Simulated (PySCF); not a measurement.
Br4Sn, charge -1, doublet, geometry from GFN2-xTB (such geometries of metal compounds can be far from the true shape) (a state made from the parent by changing its charge; the spin is typed, not shown lowest) (all electrons, no relativity) (in this run its highest filled SCF level lies above zero, so its values depend strongly on the basis, on diffuse functions most of all); WB97M-V/STO-3G run with PySCF.

Here is a job for PySCF.
```python
from pyscf import gto, scf, dft

mol = gto.Mole()
mol.atom = '''
    Br   -0.966417    2.390122   -0.817051
    Sn   -0.000000   -0.000000   -0.000000
    Br   -1.861549   -1.916352   -0.420059
    Br    0.591101    0.120168    2.636357
    Br    2.236865   -0.593938   -1.399247
'''
mol.basis = 'sto-3g'
mol.charge = -1
mol.spin = 1
mol.verbose = 4
mol.build()

mf = dft.UKS(mol)
mf.xc = 'wb97m_v'
mf.kernel()
```

It wrote (shortened):

```
PySCF version 2.14.0

[INPUT] verbose = 4
[INPUT] num. atoms = 5
[INPUT] num. electrons = 191
[INPUT] charge = -1
[INPUT] spin (= nelec alpha-beta = 2S) = 1
[INPUT] symmetry False subgroup None
[INPUT] Mole.unit = angstrom
[INPUT] Symbol           X                Y                Z      unit          X                Y                Z       unit  Magmom
[INPUT]  1 Br    -0.966417000000   2.390122000000  -0.817051000000 AA   -1.826263452124   4.516675984298  -1.544002619802 Bohr   0.0
[INPUT]  2 Sn     0.000000000000   0.000000000000   0.000000000000 AA    0.000000000000   0.000000000000   0.000000000000 Bohr   0.0
[INPUT]  3 Br    -1.861549000000  -1.916352000000  -0.420059000000 AA   -3.517817777458  -3.621380438263  -0.793796466159 Bohr   0.0
[INPUT]  4 Br     0.591101000000   0.120168000000   2.636357000000 AA    1.117019001957   0.227084608937   4.981992696580 Bohr   0.0
[INPUT]  5 Br     2.236865000000  -0.593938000000  -1.399247000000 AA    4.227062227625  -1.122380154972  -2.644193610619 Bohr   0.0

nuclear repulsion = 2250.35170929204
number of shells = 43
number of NR pGTOs = 297
number of NR cGTOs = 99
basis = sto-3g
ecp = {}

******** <class 'pyscf.dft.uks.UKS'> ********
method = UKS
initial guess = minao
damping factor = 0
level_shift factor = 0
DIIS = <class 'pyscf.scf.diis.CDIIS'>
diis_start_cycle = 1
diis_space = 8
diis_damp = 0
SCF conv_tol = 1e-09
SCF conv_tol_grad = None
SCF max_cycles = 50
direct_scf = True
direct_scf_tol = 1e-13
number electrons alpha = 96  beta = 95
XC library pyscf.dft.libxc version 7.1.2
    S. Lehtola, C. Steigemann, M. J. T. Oliveira, and M. A. L. Marques,  SoftwareX 7, 1–5 (2018)
XC functionals = wb97m_v
    N. Mardirossian and M. Head-Gordon,  J. Chem. Phys. 144, 214110 (2016)
radial grids:
    Treutler-Ahlrichs [JCP 102, 346 (1995); DOI:10.1063/1.469408] (M4) radial grids

becke partition: Becke, JCP 88, 2547 (1988); DOI:10.1063/1.454033
pruning grids: <function nwchem_prune>
grids dens level: 3
symmetrized grids: False
atomic radii adjust function: <function treutler_atomic_radii_adjust>
** Following is NLC and NLC Grids **
NLC functional = wb97m_v
radial grids:
    Treutler-Ahlrichs [JCP 102, 346 (1995); DOI:10.1063/1.469408] (M4) radial grids

becke partition: Becke, JCP 88, 2547 (1988); DOI:10.1063/1.454033
pruning grids: <function nwchem_prune>
grids dens level: 3
symmetrized grids: False
atomic radii adjust function: <function treutler_atomic_radii_adjust>
small_rho_cutoff = 0
Set gradient conv threshold to 3.16228e-05
tot grids = 103656
tot grids = 103656
init E= -16118.4696646823

cycle= 1 E= -16149.9634865993  delta_E= -31.5  |g|= 0.203  |ddm|= 2.13
cycle= 2 E= -16149.9838157951  delta_E= -0.0203  |g|= 0.0252  |ddm|= 0.284
cycle= 3 E= -16149.9848318453  delta_E= -0.00102  |g|= 0.00783  |ddm|= 0.0908
cycle= 4 E= -16149.9849461014  delta_E= -0.000114  |g|= 0.0024  |ddm|= 0.0257
cycle= 5 E= -16149.9849625959  delta_E= -1.65e-05  |g|= 0.000383  |ddm|= 0.013
cycle= 6 E= -16149.9849631133  delta_E= -5.17e-07  |g|= 0.000109  |ddm|= 0.0022
cycle= 7 E= -16149.9849631583  delta_E= -4.5e-08  |g|= 1.43e-05  |ddm|= 0.000751
cycle= 8 E= -16149.984963159  delta_E= -7.13e-10  |g|= 2.47e-06  |ddm|= 8.85e-05
Extra cycle  E= -16149.984963159  delta_E= 1.09e-11  |g|= 9.36e-07  |ddm|= 1.02e-05
converged SCF energy = -16149.984963159  <S^2> = 0.75765072  2S+1 = 2.0076361
```
